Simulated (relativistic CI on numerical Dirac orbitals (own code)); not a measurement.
# Co3+ in a cubic cluster: 2p photoemission with charge transfer

Computed with a charge-transfer multiplet model of a cubic metal-ligand cluster with up to 3 ligand holes, Slater and spin-orbit integrals from Dirac-Coulomb-Breit ions, Slater integrals scaled by 0.9. The ground state mixes d6 with configurations of k ligand holes L, whose averages lie at kΔ + k(k − 1)U_dd/2; a core hole lowers each added d electron by U_cd. 300 K, Lorentzian 0.6 eV and Gaussian 0.8 eV FWHM.

Atomic integrals in eV (Slater integrals scaled, ζ unscaled), ground: F2dd 11.345, F4dd 7.087, zeta_d 0.071; with the core hole: F2dd 12.888, F4dd 8.096, zeta_d 0.102, zeta_core 9.658, F2cd 7.721, G1cd 5.944, G3cd 3.382.

Cluster parameters (eV): U_dd = 7.6, U_cd = 9.7, 10Dq = 1.4, 10Dq(ligand) = 0.9, V(eg) = 2.35, V(t2g) = -1.23, final-state hopping factor = 0.8.

```csv
Case,n_d,d6,d7L,d8L2,d9L3,S
Δ = 1 eV,6.70,0.39,0.52,0.09,0.00,0.07
Δ = 3 eV,6.32,0.70,0.28,0.02,0.00,1.80
Δ = 6 eV,6.15,0.85,0.15,0.00,0.00,2.00
```

Weights, n_d and S are thermal averages at 300 K. Binding energies count from the first peak over 30 % of the highest in each spectrum, which can be another peak from case to case. The parameters are a model scan and need not match a compound or its usual spin state. Peaks in eV (height, largest 100):
- Δ = 1 eV: 0.0 (100), 2.2 (14), 4.0 (15), 6.7 (24), 9.9 (17), 15.4 (45), 16.6 (30), 23.2 (12), 24.6 (13), 31.2 (5)
- Δ = 3 eV: 0.0 (100), 2.0 (65), 6.6 (57), 8.5 (61), 11.5 (38), 15.2 (28), 16.9 (58), 23.8 (33), 25.7 (23), 29.5 (12)
- Δ = 6 eV: 0.0 (100), 1.9 (80), 4.7 (47), 6.5 (66), 11.7 (16), 17.0 (57), 22.7 (37)

Curve for Δ = 6 eV (points under 2 left out, the grid thinned):

```
E (eV)  Intensity
  -3.8        2.1
  -3.0        3.0
  -2.3        4.8
  -1.5       11.2
  -0.8       42.3
   0.0      100.0
   0.8       66.2
   1.5       75.2
   2.3       76.2
   3.0       66.2
   3.8       48.2
   4.6       46.6
   5.3       45.2
   6.1       60.3
   6.8       63.8
   7.6       49.7
   8.3       39.5
   9.1       30.4
   9.9       22.3
  10.6       17.4
  11.4       15.9
  12.1       15.8
  12.9       15.3
  13.7       13.1
  14.4       11.4
  15.2       13.1
  15.9       27.9
  16.7       55.7
  17.5       55.6
  18.2       43.5
  19.0       29.0
  19.7       21.1
  20.5       18.0
  21.2       19.0
  22.0       26.8
  22.8       37.1
  23.5       28.6
  24.3       22.0
  25.0       16.2
  25.8       12.5
  26.6        8.9
  27.3        7.1
  28.1        4.8
  28.8        3.2
  29.6        2.0
```

For the case Δ = 3 eV, Δ = 3 eV is smaller than U_dd = 7.6 eV, the charge-transfer side of the Zaanen-Sawatzky-Allen scheme. With the core hole the configuration with one ligand hole lies at Δ − U_cd = -8.7, -6.7, -3.7 eV from the one without, in the order of the table; where this is negative the screened configuration lies lower, though the effective hopping of about 3.0 eV (from the holes of the mixed ground state) mixes the two strongly wherever it is as large as the gap. The thermal average of S changes within this range, from 0.1 to 2.0; a value between half-integers is an average over states of different spin.
